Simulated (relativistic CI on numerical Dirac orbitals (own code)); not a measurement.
## One change at a time: Hg²³⁺

Base calculation: Dirac-Coulomb-Breit CI, KLI orbitals optimised for each configuration, model QED, unscaled Slater integrals.

CI space (outside the closed core [Ar] 3d10): 4s2 4p6 4d10 4f11, 4s2 4p6 4d10 4f10 5s, 4s2 4p6 4d10 4f9 5s2, 4s2 4p6 4d10 4f10 5p, 4s2 4p6 4d10 4f9 5s 5p, 4s2 4p6 4d9 4f12, 4s2 4p6 4d10 4f9 5p2, 4s2 4p6 4d10 4f10 5d, 4s2 4p6 4d8 4f13, 4s2 4p6 4d9 4f10 5s2, 4s2 4p5 4d10 4f12, 4s2 4p6 4d9 4f11 5s, 4s2 4p6 4d10 4f10 6s, 4s 4p6 4d10 4f12, 4s2 4p4 4d10 4f13, 4s2 4p5 4d9 4f13, 4p6 4d10 4f13, 4s 4p6 4d9 4f13, 4s 4p6 4d10 4f11 5s, 4s 4p5 4d10 4f13. Levels of other configurations are missing.

Variants: (1) valence Slater integrals scaled by 0.9; (2) QED terms removed; (3) only the first 3 configurations. Shifts of the energy above 4s2 4p6 4d10 4f11 4I°_15/2, in cm⁻¹, for the lowest level and the first level of each name with at least 55 % of one term (blank where a level changes its place among those of its configuration and J or its character, or is not in the variant):

| Level | Base | Δ(1) | Δ(2) | Δ(3) |
| --- | --- | --- | --- | --- |
| 4s2 4p6 4d10 4f11 4I°_15/2 | 0 | 0 | 0 | 0 |
| 4s2 4p6 4d10 4f11 4I°_13/2 | 30683 | +256 | -130 | -41 |
| 4s2 4p6 4d10 4f11 4F°_7/2 | 62529 | -2810 | -123 | +2360 |
| 4s2 4p6 4d10 4f11 2K°_15/2 | 74186 | -4515 | -114 | +289 |
| 4s2 4p6 4d10 4f11 2P°_1/2 | 88232 | -4861 | -129 | +6169 |
| 4s2 4p6 4d10 4f11 2K°_13/2 | 92893 | -5442 | -151 | +963 |
| 4s2 4p6 4d10 4f11 4D°_7/2 | 103704 | -6639 | -132 | +4149 |
| 4s2 4p6 4d10 4f11 2I°_11/2 | 105443 | -7404 | -113 | +2265 |
| 4s2 4p6 4d10 4f11 2L°_17/2 | 109409 | -7986 | -122 | -683 |
| 4s2 4p6 4d10 4f11 2H°_9/2 | 122925 | -6071 | -284 | +2179 |
| 4s2 4p6 4d10 4f11 2I°_13/2 | 123143 | -6289 | -230 | +1600 |
| 4s2 4p6 4d10 4f11 2L°_15/2 | 139184 | -7605 | -253 | -572 |
| 4s2 4p6 4d10 4f11 4D°_1/2 | 141506 | -7031 | -259 | +4479 |
| 4s2 4p6 4d10 4f11 2F°_7/2 | 146697 | -8419 | -217 | +6157 |
| 4s2 4p6 4d10 4f11 2F°_5/2 | 183108 | -10012 | -312 | +5477 |
| 4s2 4p6 4d10 4f10 5s 6I_17/2 | 472964 | +3666 | -3980 | -659 |
| 4s2 4p6 4d10 4f10 5s 6I_13/2 | 509380 | +3306 | -4105 | -602 |
| 4s2 4p6 4d10 4f10 5s 6I_7/2 | 532975 | +1386 | -4126 | -534 |
| 4s2 4p6 4d10 4f10 5s 6F_7/2 | 540759 | -402 | -4077 | -164 |
| 4s2 4p6 4d10 4f10 5s 6G_13/2 | 541963 | +103 | -4092 | -110 |

At this charge transitions that keep the count of f electrons are usually good to a few per cent. Terms inside the open d or f shell come out 10 to 20 % too wide with unscaled integrals. Levels that differ in their count of f electrons can be misplaced by several ten thousand cm⁻¹, since the correlation energy of f electrons is missing or only estimated; rates across such gaps can be off by orders of magnitude.

Ionisation energy from one configuration of each of the two ions, the ground ones as tabulated or assumed: base 708.474 eV; valence Slater integrals scaled by 0.9 708.82 eV. The NIST ASD value (theoretical) is 710 ± 40 eV.

LS names give the leading component of a level, which can be under half, so a name can repeat, a term be missing and a line seem to break the LS rules.
